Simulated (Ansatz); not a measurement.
Relaxation of H7NOSSi2 (12 atoms, charge 0, multiplicity 1), to a largest force component of 0.015 eV/Å in at most 40 steps.

Method: Ansatz, RKS B3LYP/6-31G.

```xyz
12
Properties=species:S:1:pos:R:3:forces:R:3
N -1.766 -0.636 0.915 -4.79 3.70 -0.10
Si -0.126 -0.704 1.124 4.29 -0.05 0.60
Si 1.051 0.193 -0.708 2.37 0.05 3.86
O 0.615 -0.454 -2.127 -4.29 -1.99 -3.53
S 0.703 2.289 -0.871 -1.17 1.85 1.24
H -2.098 0.402 0.962 0.26 -2.20 -0.78
H -2.250 -1.053 1.687 -0.91 -0.96 0.16
H 0.197 0.042 2.377 0.63 0.18 0.30
H 0.173 -2.124 1.353 0.43 -0.56 -0.03
H 2.547 -0.021 -0.539 -0.37 -0.11 -0.17
H -0.435 -0.489 -2.207 2.75 -0.23 -0.43
H 1.465 2.499 -1.933 0.80 0.31 -1.13
```

Task: Where does it end, and by what steps?

Result: The run converged. Limits of this set-up: no polarisation functions. After 7 steps the energy has fallen by 1.507 eV; H7 moved furthest, 0.42 Å.

```json
{"step": "0", "energy less start (eV)": "0.0000", "largest force component (eV/Å)": "4.788", "accepted": "yes"}
{"step": "1", "energy less start (eV)": "-1.1493", "largest force component (eV/Å)": "2.660", "accepted": "yes"}
{"step": "2", "energy less start (eV)": "-1.3621", "largest force component (eV/Å)": "1.460", "accepted": "yes"}
{"step": "3", "energy less start (eV)": "-1.4534", "largest force component (eV/Å)": "0.589", "accepted": "yes"}
{"step": "4", "energy less start (eV)": "-1.4851", "largest force component (eV/Å)": "0.305", "accepted": "yes"}
{"step": "5", "energy less start (eV)": "-1.5048", "largest force component (eV/Å)": "0.125", "accepted": "yes"}
{"step": "6", "energy less start (eV)": "-1.5063", "largest force component (eV/Å)": "0.038", "accepted": "yes"}
{"step": "7", "energy less start (eV)": "-1.5068", "largest force component (eV/Å)": "0.013", "accepted": "yes"}
```

```xyz
12
Properties=species:S:1:pos:R:3
N -1.769 -0.398 1.034
Si -0.033 -0.654 1.278
Si 1.085 0.157 -0.655
O 0.536 -0.669 -2.082
S 0.631 2.378 -0.715
H -2.159 0.498 0.780
H -2.453 -1.083 1.317
H 0.562 -0.020 2.512
H 0.175 -2.139 1.363
H 2.567 -0.040 -0.719
H -0.415 -0.807 -2.240
H 1.350 2.722 -1.840
```

Whether the end is a true minimum wasn't checked by a vibrational analysis.

Run time: 3 min on 1 thread of Intel(R) Xeon(R) Processor @ 2.50GHz (Skylake/Cascade Lake), on a shared host, peak memory 0.18 GiB.
